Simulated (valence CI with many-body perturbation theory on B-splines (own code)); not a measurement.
**Bi52+: electric-dipole lines**

Method: valence CI with perturbative core correlation (CI+MBPT): three valence electrons over a frozen Dirac-Fock core [Ar] 3d10, a basis of 11 s, 11 p, 10 d, 8 f, 5 g, 2 h functions for each j, with the one-electron correlation potential Σ1 (screened to all orders), the two-electron term Σ2, the three-electron term Σ3, Breit, model QED; selected single and double excitations, second order for the rest, scaled by the run's own slope (own B-spline code, finite nucleus).

No measured spectrum was set against this ion. As an estimate, large intervals hold to a few tenths of a per cent, small ones and those within an open d or f shell to about a per cent.

Lines 151 to 200 of 567 in falling wavelength, among levels below 9247.8 × 10³ cm⁻¹, chosen from the strongest by gf and those to the six lowest levels. Wavelengths and rates use the calculated energies. Electric multipoles are in the length gauge, E1 and E2 with the static RPA response of the core. Weak lines are less certain than strong ones. Lines between different terms over intervals too small for the method are left out, as are lines whose strength nearly cancels. The highest levels of a list are the least certain.

Levels are named by their leading jj configuration (3d3/2^4 stands for four electrons in 3d with j = 3/2), which in mixed levels can hold well under half, so a name can repeat and another be missing. Letters in brackets count levels of one name in rising energy.

| λ vac (nm) | Upper | Lower | A (s⁻¹) | log gf | Branch % |
| --- | --- | --- | --- | --- | --- |
| 5.533 | (4s 4p3/2 4f7/2) J=5/2 [b] | (4s 4p3/2 4d5/2) J=3/2 [a] | 1.67e+11 | -0.34 | 10.5 |
| 5.532 | (4p1/2 4d3/2 4d5/2) J=3/2 [b] | (4p1/2 4p3/2 4d3/2) J=1/2 [b] | 1.26e+11 | -0.63 | 4.7 |
| 5.531 | (4s 4p1/2 4d5/2) J=3/2 | (4s 4p1/2 4p3/2) J=3/2 [b] | 1.03e+11 | -0.72 | 13.4 |
| 5.531 | (4s 4d5/2^2) J=1/2 | (4s 4p3/2 4d5/2) J=3/2 [b] | 5.56e+11 | -0.29 | 46.4 |
| 5.527 | (4s 4d3/2 4d5/2) J=9/2 | (4s 4p3/2 4d3/2) J=7/2 | 5.22e+10 | -0.62 | 3.3 |
| 5.514 | (4p1/2 4d5/2^2) J=7/2 | (4p1/2 4p3/2 4d5/2) J=7/2 [b] | 8.22e+10 | -0.52 | 4.8 |
| 5.513 | (4s 4d3/2 4d5/2) J=7/2 [a] | (4s 4p3/2 4d3/2) J=5/2 [a] | 1.15e+11 | -0.38 | 6.4 |
| 5.512 | (4s 4p3/2 4f7/2) J=7/2 [b] | (4s 4p3/2 4d5/2) J=5/2 [a] | 7.65e+10 | -0.55 | 3.9 |
| 5.511 | (4p1/2 4d3/2 4d5/2) J=5/2 [a] | (4p1/2 4p3/2 4d3/2) J=5/2 [a] | 1.98e+11 | -0.27 | 34.2 |
| 5.499 | (4s 4d5/2^2) J=3/2 | (4s 4p3/2 4d5/2) J=1/2 | 4.69e+11 | -0.07 | 36.3 |
| 5.498 | (4s 4d5/2 4f5/2) J=5/2 [a] | (4s 4p3/2 4f5/2) J=3/2 [a] | 1.54e+11 | -0.38 | 13.7 |
| 5.494 | (4s 4p3/2 4f5/2) J=5/2 [a] | (4s 4p3/2 4d3/2) J=3/2 [b] | 8.84e+10 | -0.62 | 4.5 |
| 5.493 | (4s 4d5/2 4f7/2) J=9/2 | (4s 4p3/2 4f7/2) J=7/2 [a] | 1.94e+11 | -0.06 | 23.6 |
| 5.488 | (4s 4d5/2 4f5/2) J=11/2 | (4s 4p3/2 4f7/2) J=11/2 | 6.13e+10 | -0.48 | 6.2 |
| 5.487 | (4p1/2^2 4d5/2) J=5/2 | (4p1/2^2 4p3/2) J=3/2 | 3.62e+11 | -0.01 | 70.9 |
| 5.486 | (4p1/2 4d3/2 4d5/2) J=3/2 [a] | (4p1/2 4p3/2 4d3/2) J=3/2 [a] | 2.78e+11 | -0.30 | 43.5 |
| 5.484 | (4s 4d5/2 4f5/2) J=7/2 [a] | (4s 4p3/2 4f5/2) J=5/2 [a] | 2.36e+11 | -0.07 | 21.1 |
| 5.476 | (4s 4p3/2 4d5/2) J=5/2 [a] | (4s 4p3/2^2) J=5/2 | 3.57e+11 | -0.02 | 47.7 |
| 5.473 | (4p1/2 4d3/2 4d5/2) J=3/2 [b] | (4p1/2 4p3/2 4d3/2) J=3/2 [b] | 1.45e+11 | -0.58 | 5.4 |
| 5.468 | (4p1/2 4d5/2^2) J=1/2 | (4p1/2 4p3/2 4d5/2) J=3/2 [b] | 7.00e+11 | -0.20 | 68.8 |
| 5.467 | (4s 4d5/2 4f5/2) J=9/2 | (4s 4p3/2 4f5/2) J=7/2 | 4.85e+11 | 0.34 | 49.7 |
| 5.465 | (4p1/2 4p3/2 4d5/2) J=3/2 [b] | (4p1/2 4p3/2^2) J=1/2 | 4.07e+11 | -0.14 | 27.5 |
| 5.452 | (4s 4d5/2 4f5/2) J=5/2 [a] | (4s 4p3/2 4f5/2) J=5/2 [a] | 1.18e+11 | -0.50 | 10.5 |
| 5.448 | (4p1/2 4p3/2 4d5/2) J=1/2 | (4p1/2 4p3/2^2) J=1/2 | 6.03e+11 | -0.27 | 43.7 |
| 5.448 | (4s 4p3/2 4f5/2) J=3/2 [a] | (4s 4p3/2 4d3/2) J=3/2 [b] | 2.10e+11 | -0.43 | 13.8 |
| 5.448 | (4s 4p3/2 4f5/2) J=9/2 | (4s 4p3/2 4d5/2) J=9/2 | 1.38e+11 | -0.21 | 11.3 |
| 5.442 | (4s 4d3/2 4d5/2) J=5/2 [a] | (4s 4p3/2 4d3/2) J=5/2 [a] | 1.30e+11 | -0.46 | 6.4 |
| 5.441 | (4p1/2 4d3/2 4d5/2) J=1/2 | (4p1/2 4p3/2 4d3/2) J=1/2 [a] | 4.41e+11 | -0.41 | 65.6 |
| 5.437 | (4s 4d3/2 4d5/2) J=5/2 [a] | (4s 4p3/2 4d3/2) J=3/2 [a] | 1.39e+11 | -0.43 | 6.9 |
| 5.425 | (4s 4d5/2 4f7/2) J=7/2 | (4s 4p3/2 4f7/2) J=5/2 [a] | 8.31e+10 | -0.53 | 9.9 |
| 5.422 | (4s 4p3/2 4d5/2) J=1/2 | (4s 4p3/2^2) J=1/2 | 6.51e+11 | -0.24 | 72.9 |
| 5.421 | (4s 4d5/2^2) J=1/2 | (4s 4p3/2 4d5/2) J=1/2 | 2.82e+11 | -0.60 | 23.5 |
| 5.410 | (4s 4p1/2 4d5/2) J=7/2 | (4s 4p1/2 4p3/2) J=5/2 | 3.90e+11 | 0.14 | 94.1 |
| 5.409 | (4s 4d5/2 4f5/2) J=11/2 | (4s 4p3/2 4f7/2) J=9/2 [a] | 2.78e+11 | 0.17 | 28.3 |
| 5.394 | (4s^2 4d5/2) J=5/2 | (4s^2 4p3/2) J=3/2 | 4.91e+11 | 0.11 | 100.0 |
| 5.385 | (4p1/2 4p3/2 4d5/2) J=7/2 [b] | (4s^2 4f5/2) J=5/2 | 7.46e+10 | -0.59 | 4.9 |
| 5.382 | (4s 4d5/2 4f5/2) J=7/2 [a] | (4s 4d3/2 4d5/2) J=5/2 [b] | 2.97e+11 | 0.01 | 26.5 |
| 5.382 | (4s 4d5/2 4f7/2) J=9/2 | (4s 4p3/2 4f7/2) J=9/2 [a] | 3.12e+11 | 0.13 | 38.0 |
| 5.376 | (4s 4d5/2 4f5/2) J=3/2 [a] | (4s 4p3/2 4f5/2) J=1/2 | 1.36e+11 | -0.63 | 11.2 |
| 5.367 | (4p1/2 4p3/2 4f7/2) J=7/2 [a] | (4p1/2 4p3/2 4d3/2) J=5/2 [b] | 7.74e+10 | -0.57 | 6.6 |
| 5.366 | (4s 4p3/2 4f7/2) J=5/2 [b] | (4s 4p3/2 4d5/2) J=5/2 [a] | 3.46e+11 | -0.05 | 21.8 |
| 5.362 | (4p3/2^2 4d5/2) J=3/2 | (4p3/2^3) J=3/2 | 9.19e+11 | 0.20 | 27.2 |
| 5.350 | (4s 4d3/2 4d5/2) J=3/2 [a] | (4s 4p3/2 4d3/2) J=1/2 [a] | 2.77e+11 | -0.32 | 11.8 |
| 5.347 | (4s 4d3/2 4d5/2) J=3/2 [a] | (4s 4p3/2 4d3/2) J=3/2 [a] | 1.95e+11 | -0.48 | 8.3 |
| 5.344 | (4p1/2 4p3/2 4d5/2) J=7/2 [b] | (4p1/2 4p3/2^2) J=5/2 | 7.10e+11 | 0.39 | 46.2 |
| 5.341 | (4s 4d5/2^2) J=9/2 | (4s 4p3/2 4d5/2) J=7/2 [a] | 5.07e+11 | 0.34 | 32.4 |
| 5.337 | (4s 4p1/2 4d5/2) J=5/2 [a] | (4s 4p1/2 4p3/2) J=3/2 [a] | 5.10e+11 | 0.12 | 95.3 |
| 5.336 | (4s 4d5/2 4f5/2) J=7/2 [b] | (4s 4p3/2 4f5/2) J=5/2 [a] | 1.79e+11 | -0.21 | 16.1 |
| 5.332 | (4s 4d5/2 4f5/2) J=5/2 [a] | (4s 4d3/2 4d5/2) J=3/2 [b] | 1.28e+11 | -0.49 | 11.3 |
| 5.332 | (4s 4d5/2 4f7/2) J=7/2 | (4s 4p3/2 4f7/2) J=7/2 [a] | 1.80e+11 | -0.21 | 21.4 |
